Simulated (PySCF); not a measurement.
4-fluorothiophenol, C₆H₅FS.
Geometry (PBE0-D3(BJ)/def2-SVP, Å), atoms numbered from 1 in this order:
```xyz
13
C6H5FS angstrom
F     -2.909    0.630    0.564
C     -1.620    0.303    0.482
C     -0.660    1.305    0.450
C      0.686    0.960    0.364
C      1.075   -0.383    0.309
S      2.762   -0.899    0.198
C      0.088   -1.378    0.343
C     -1.258   -1.038    0.428
H     -0.974    2.350    0.494
H      1.438    1.752    0.338
H      3.303    0.336    0.227
H      0.375   -2.432    0.302
H     -2.034   -1.805    0.455
```

All values: CAM-B3LYP/def2-SVPD (PySCF, non-relativistic), on one gas-phase PBE0-D3(BJ)/def2-SVP geometry that isn't relaxed in the solvent. The solvent is an IEF-PCM continuum (cavity from Bondi-type radii × 1.2). Only the electrostatic response of the medium enters.

Gas phase at CAM-B3LYP/def2-SVPD: HOMO -7.63 eV, LUMO 0.25 eV, dipole 1.07 D.

Question: What does the continuum do to the energy, the frontier levels and the dipole at CAM-B3LYP/def2-SVPD in tetrahydrofuran and acetone?

Answer: 
| solvent | ε | E(solvent) − E(gas) (kcal/mol) | polarisation term (kcal/mol) | distortion of the solute (kcal/mol) | HOMO (eV) | LUMO (eV) | dipole (D) |
| --- | --- | --- | --- | --- | --- | --- | --- |
| tetrahydrofuran | 7.426 | -3.99 | -4.51 | 0.52 | -7.58 | 0.39 | 1.44 |
| acetone | 20.49 | -4.68 | -5.40 | 0.72 | -7.58 | 0.40 | 1.52 |

The polarisation term is half the interaction of the solute with the surface charges that it induces; the rest is the cost of distorting the solute's density. The sum is the electrostatic part of solvation alone. From tetrahydrofuran to acetone the lowering changes by a factor 1.17, Onsager's factor (ε − 1)/(2ε + 1) by 1.15 and ε itself by 2.8.

Question: Which radius a makes the point-dipole formula ΔE = −[(ε − 1)/(2ε + 1)]·μ²/a³ give the value in acetone, with the gas-phase dipole?

Answer: μ = 0.421 au and |ΔE| = 0.00746 Eh give a = 1.18 Å; the farthest nucleus lies 3.31 Å from the centroid of the nuclei, so such a sphere wouldn't even hold the nuclei. The formula assumes a rigid point dipole at the centre of a sphere.

Question: Give the dipole vector in the frame of the coordinates (D, pointing from negative to positive charge), gas and acetone.

Answer: Gas (0.91, 0.57, -0.02), solvent (1.21, 0.91, -0.02). Its length changes by +42 % and its direction by 5°.

Question: How does the static polarisability (CAM-B3LYP/def2-SVPD, frozen core, with the continuum's full static response) change?

Answer: 
```
         medium  isotropic (au)  principal values (au)  ⟨r²⟩ of the electrons (bohr²)
            gas            90.3      55.8, 92.0, 123.1                         1268.9
tetrahydrofuran           119.6     73.6, 124.6, 160.7                         1268.7
        acetone           125.5     78.3, 131.2, 167.0                         1268.6
```

The isotropic value in acetone is 1.39 times the gas-phase one; no cavity-field correction is applied. ⟨r²⟩ is taken about the centre of nuclear charge.

The run took 63 s of wall time on one thread, Arm Neoverse N1 (aarch64) (shared host), and the process peaked at 1.1 GiB of memory. This is the whole response run at CAM-B3LYP/def2-SVPD in acetone, SCF included.
